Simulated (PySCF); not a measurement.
A small calculation by hand: oscillator strength and radiative lifetime

C₄H₉NSi, SMILES C#CCC[SiH2]N.

The structure is a stationary point at B3LYP-D3(BJ)/def2-SVP. This is a generated structure with no PubChem entry under its InChIKey; it may be hypothetical. Other conformers were not sampled.

TDDFT-CAM-B3LYP/def2-SVPD (PySCF) puts the first singlet state with f over 0.02 at 6.29 eV (vertical), with the transition dipole (0.247, -0.435, 0.000) in atomic units.

Q: Find the oscillator strength, the wavelength and the radiative lifetime that this transition would have in vacuum if emission retraced absorption.

A: 
|μ|² = 0.2502 au, so |μ| = 1.27 D. ΔE = 6.29/27.211 = 0.2312 hartree. f = (2/3) ΔE |μ|² = 0.039 (the program prints 0.039).
λ = 1239.84/6.29 = 197 nm; ν = 50732 cm⁻¹.
Einstein's coefficient A = 0.6670 ν² f s⁻¹ (ν in cm⁻¹) = 6.6e7 s⁻¹, so τ = 1/A = 15 ns. This state is S1. The figure is the radiative limit of this one transition; relaxation, internal conversion, crossing to triplets and a medium change what is measured.
